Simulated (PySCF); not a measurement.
Match each property card to its molecule.

Structures:
1. `[CH2]O/C(F)=C\OC(F)(F)F` [radical]
2. `NP1CC2=CC=CC=C2C1`
3. `ClS(Cl)(=O)=O`
4. `B[C@H]1CCN[SiH2]1`

Card P (geometry PBE0-D3(BJ)/def2-SVP):
* Rotational constants A, B, C: 4.160, 2.969, 1.934 GHz
* Static isotropic polarisability (CAM-B3LYP/def2-SVPD): 82.2 au
* 13C chemical shifts (computed TMS as zero) by class (GIAO PBE0/pcSseg-1): 51.9 (1 C), 50.7 (1 C), 38.2 (1 C) ppm
* HOMO energy (CAM-B3LYP/def2-SVPD): -8.23 eV
* Strongest line among the 10 lowest singlet transitions (TDDFT CAM-B3LYP/def2-SVPD): S6 at 7.30 eV (170 nm, f = 0.063)
* Dipole moment (CAM-B3LYP/def2-SVPD): 2.06 D

Card Q (geometry GFN2-xTB):
- Rotational constants A, B, C: 2.635, 0.923, 0.775 GHz
- Isotropic g value (unrestricted B3LYP/pcH-1, mean-field spin–orbit): 2.00299
- Largest isotropic hyperfine couplings (means over sets of like nuclei) (unrestricted B3LYP/pcH-1): 13C +84.6, 1H -65.2, 1H -64.7, 13C +15.2, 19F -14.9 MHz
- Point group: Cs

Card R (geometry PBE0-D3(BJ)/def2-SVP):
* Rotational constants A, B, C: 3.334, 2.270, 1.859 GHz
* Static isotropic polarisability (CAM-B3LYP/def2-SVPD): 58.3 au
* HOMO energy (CAM-B3LYP/def2-SVPD): -11.49 eV
* Lowest singlet excitation (TDDFT CAM-B3LYP/def2-SVPD): 4.86 eV (255 nm, f = 0.000)
* Vertical ionisation energy (ΔSCF CAM-B3LYP/def2-SVPD): 12.53 eV
* Lowest triplet excitation (Tamm–Dancoff) (TDA CAM-B3LYP/def2-SVPD): 4.26 eV
* Strongest line among the 10 lowest singlet transitions (TDDFT CAM-B3LYP/def2-SVPD): S5 at 6.47 eV (192 nm, f = 0.201)

Card S (geometry PBE0-D3(BJ)/def2-SVP):
* Rotational constants A, B, C: 2.505, 0.856, 0.749 GHz
* Static isotropic polarisability (B3LYP/def2-SVPD): 122.7 au
* Vertical ionisation energy (ΔSCF B3LYP/def2-SVPD): 8.27 eV
* Dipole moment (B3LYP/def2-SVPD): 1.29 D
* HOMO energy (B3LYP/def2-SVPD): -6.45 eV
* Lowest singlet excitation (TDDFT B3LYP/def2-SVPD): 5.03 eV (246 nm, f = 0.024)

Species are written as SMILES; each is one conformer at its optimised geometry, gas phase, non-relativistic unless stated; the electronic structure was computed with PySCF and density fitting. Hyperfine couplings of like nuclei are means over topologically equivalent atoms, whose single values can differ widely in one geometry; on GFN2-xTB geometries they can lie far from the values at a DFT minimum. NMR classes are plain means over equivalent atoms (diastereotopic ones count apart unless rotation or inversion swaps them), as if these changed places fast.

Question: Which card belongs to which structure?

Answer: P = 4, Q = 1, R = 3, S = 2. What ties each card to its structure:
- 1 (card Q), C4H3F4O2, monoisotopic mass 159.0 u, 10 heavy atoms: point group Cs; an asymmetric top with C = 0.775 GHz; an open shell with its largest isotropic coupling to 13C.
- 2 (card S), C8H10NP, monoisotopic mass 151.1 u, 10 heavy atoms: an asymmetric top with C = 0.749 GHz, the lowest such constant on the cards; polarisability 122.7 au for 80 electrons; dipole 1.29 D.
- 3 (card R), Cl2O2S, monoisotopic mass 133.9 u, 5 heavy atoms: an asymmetric top with C = 1.859 GHz; polarisability 58.3 au for 66 electrons.
- 4 (card P), C3H10BNSi, monoisotopic mass 99.1 u, 6 heavy atoms: 3 C in 3 classes; the least shielded carbon (51.9 ppm) is an sp3 carbon bound to nitrogen; an asymmetric top with C = 1.934 GHz, the highest such constant on the cards; polarisability 82.2 au for 54 electrons; dipole 2.06 D.
